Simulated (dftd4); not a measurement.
selenophene (C4H4Se), singlet, at a GFN2-xTB geometry; dftd4 with D4 for tpssh.

Input for dftd4:
```
$ dftd4 mol.xyz --func tpssh --charge 0 --json dftd4.json --noedisp --grad

# file mol.xyz
9

C      0.52973863    -1.70013647    -0.36404580
C     -0.87775011    -1.54351414    -0.38824634
C     -1.30856073    -0.28529626    -0.12047485
Se     0.09460885     0.88180436     0.20451478
C      1.21718690    -0.56635604    -0.07704684
H      1.01092001    -2.64397673    -0.55819727
H     -1.54771727    -2.35925706    -0.60219080
H     -2.32838464     0.05352367    -0.08677554
H      2.28479299    -0.45982084    -0.00745600
```

Output, abridged:

```
                    ____  _____ _____     ____  _  _
      -------------|  _ \|  ___|_   _|---|  _ \| || |------------
     |             | | | | |_    | | ___ | | | | || |_           |
     |             | |_| |  _|   | ||___|| |_| |__   _|          |
     |             |____/|_|     |_|     |____/   |_|            |
     |             ===================================           |
     |            E. Caldeweyher, S. Ehlert & S. Grimme          |
     |          Mulliken Center for Theoretical Chemistry        |
     |                    University of Bonn                     |
      -----------------------------------------------------------

Rational (Becke-Johnson) damping: tpssh-D4-ATM
---------------------
  s6         1.0000
  s8         1.8590
  s9         1.0000
  a1         0.4429
  a2         4.6023
 alp        16.0000
--------------------

Dispersion energy:      -1.1134990633480E-02 Eh

Gradient norm:           5.3442673665444E-04 Eh/a0
--------------------------------------------------
     #    Z           dE/dx      dE/dy      dE/dz
--------------------------------------------------
     1    6 C     6.898E-05 -1.179E-04 -2.388E-05
     2    6 C    -9.236E-05 -9.995E-05 -2.665E-05
     3    6 C    -1.691E-04  3.447E-05  6.536E-07
     4   34 Se    3.705E-05  3.454E-04  8.010E-05
     5    6 C     1.724E-04 -3.523E-06  6.524E-06
     6    1 H     5.881E-05 -1.194E-04 -2.466E-05
     7    1 H    -8.274E-05 -1.037E-04 -2.709E-05
     8    1 H    -9.994E-05  4.384E-05  5.720E-06
     9    1 H     1.069E-04  2.082E-05  9.276E-06
--------------------------------------------------

Virial:
--------------------------------------------------
      component           x          y          z
--------------------------------------------------
          x       2.299E-03 -1.173E-05  9.503E-05
          y      -1.173E-05  2.276E-03  5.171E-04
          z       9.503E-05  5.171E-04  1.216E-04
--------------------------------------------------

[Info] Dispersion results written to 'dftd4.txt'
[Info] JSON dump of results written to 'dftd4.json'
```
